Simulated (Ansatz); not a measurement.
One geometry of CH3AlO2S, several functionals.

```yaml
crystal:
  periodic: [false, false, false]
  atoms:
    - {symbol: S, position_ang: [1.470583, -2.004588, 1.525566]}
    - {symbol: Al, position_ang: [0.418869, -0.587387, 0.286783]}
    - {symbol: O, position_ang: [0.071776, -0.334773, -1.377206]}
    - {symbol: C, position_ang: [-0.635773, 0.832112, -0.956021]}
    - {symbol: O, position_ang: [-0.496020, 0.857890, 0.465742]}
    - {symbol: H, position_ang: [1.141911, -1.303356, 2.627895]}
    - {symbol: H, position_ang: [-1.693416, 0.754433, -1.231343]}
    - {symbol: H, position_ang: [-0.185929, 1.728470, -1.397214]}
basis:
  gaussian: {orbitals: def2-TZVPP}
hamiltonian: {xc: hse06, dispersion: d4}
output: {orbitals: {seedname: orbitals}}
```

```sh
$ ansatz run in.yaml --threads 2 --pin off --events-out ev --progress --plain --max-ram 4352MiB
```

It prints (some lines left out):

```
Functional definition: HSE06
  name "HSE06"
  cite "Heyd, Scuseria & Ernzerhof, J. Chem. Phys. 118, 8207 (2003) doi:10.1063/1.1564060"
  cite "Krukau, Vydrov, Izmaylov & Scuseria, J. Chem. Phys. 125, 224106 (2006) doi:10.1063/1.2404663"
  cite "Heyd & Scuseria, J. Chem. Phys. 120, 7274 (2004) doi:10.1063/1.1668634"
  cite "Ernzerhof & Perdew, J. Chem. Phys. 109, 3313 (1998) doi:10.1063/1.476928"
  cite "Perdew, Burke & Ernzerhof, Phys. Rev. Lett. 77, 3865 (1996) doi:10.1103/PhysRevLett.77.3865"
  parent pbe
  parameter a = 0.25
  parameter omega = 0.11/bohr
  # The whole range is PBE's own exchange, as in plane waves. The composition of these papers is wPBEh.
  exchange = pbe_x - a*pbe_x_sr(omega) + a*exact_x_sr(omega)
  correlation = pbe_c
1274 factors; their error is unknown
99 factors; integrals over basis functions are off by at most 8.4e-7 eV
mean field evaluation 1: about -22596.7818 eV, gradient 6.6e1 eV
mean field evaluation 2: about -22575.1135 eV, gradient 1.2e2 eV
mean field evaluation 4: about -22604.6855 eV, gradient 5.5e0 eV
mean field evaluation 8: about -22604.7471 eV, gradient 2.5e-1 eV
mean field evaluation 16: about -22604.7700 eV, gradient 2.1e-4 eV
mean field -22604.77001220 eV, -830.7099758849 hartree, gradient 5.7e-5 eV, S^2 0.000000; 0 other end points of the search recorded, 0 dependent functions left out
reference -22604.77005280 eV, -830.7099773768 hartree; 27, 27 occupied and 192, 192 virtual orbitals, 1274 factors
Total energy: -22604.90540198 eV, -830.7149513675 hartree
```

Run time 5.5 s (2 threads of an Arm Neoverse V1 on a shared host); peak host memory 0.53 GiB.

With the line `hamiltonian: {xc: {name: CAM-B3LYP}, dispersion: d4}` (abridged; 5.5 s):

```
Functional definition: CAM-B3LYP
mean field evaluation 16: about -22616.4884 eV, gradient 6.5e-5 eV
mean field -22616.48843592 eV, -831.1406200135 hartree, gradient 6.5e-5 eV, S^2 0.000000
Total energy: -22616.63631923 eV, -831.1460546249 hartree
```

The same input with `hamiltonian: {xc: lda}` (abridged; 1.9 s):

```
Functional definition: SPW92
mean field evaluation 16: about -22513.2168 eV, gradient 7.9e-5 eV
mean field -22513.21675717 eV, -827.3454558196 hartree, gradient 1.3e-5 eV, S^2 0.000000
Total energy: -22513.21679531 eV, -827.3454572211 hartree
```

With the line `hamiltonian: {xc: r2scan, dispersion: d4}` and forces (abridged; 8 s):

```
Functional definition: r2SCAN
mean field evaluation 16: about -22613.8983 eV, gradient 7.9e-4 eV
mean field -22613.89832680 eV, -831.0454352589 hartree, gradient 8.3e-5 eV, S^2 0.000000
Total energy: -22613.93914674 eV, -831.0469353642 hartree
Atom 0 force     0.030887    -0.042981     0.021449 eV/Å
Atom 1 force     0.023572    -0.032447     0.044251 eV/Å
Atom 2 force     0.147353    -0.267920    -0.247580 eV/Å
Atom 3 force    -0.157086     0.210519    -0.182657 eV/Å
Atom 4 force    -0.043861     0.132205     0.363345 eV/Å
Atom 5 force    -0.005807     0.007923    -0.003862 eV/Å
Atom 6 force    -0.012174    -0.012988     0.004212 eV/Å
Atom 7 force     0.017116     0.005689     0.000842 eV/Å
Dipole moment:     0.083794    -0.082821     0.266849 e Å
```

With the line `hamiltonian: {xc: {name: LC-wPBE}}` (abridged; 4.1 s):

```
Functional definition: LC-wPBE
mean field evaluation 16: about -22609.3381 eV, gradient 2.4e-4 eV
mean field -22609.33808884 eV, -830.8778496052 hartree, gradient 4.1e-5 eV, S^2 0.000000
Total energy: -22609.33808885 eV, -830.8778496054 hartree
```

Changing it to `hamiltonian: {xc: pbe0, dispersion: d4}` (abridged; 4.8 s):

```
Functional definition: PBE0
mean field evaluation 16: about -22605.3656 eV, gradient 1.8e-4 eV
mean field -22605.36560031 eV, -830.7318633441 hartree, gradient 5.1e-5 eV, S^2 0.000000
Total energy: -22605.50994835 eV, -830.7371680371 hartree
```

HSE06 is the plane-wave form, built on full-range PBE exchange.
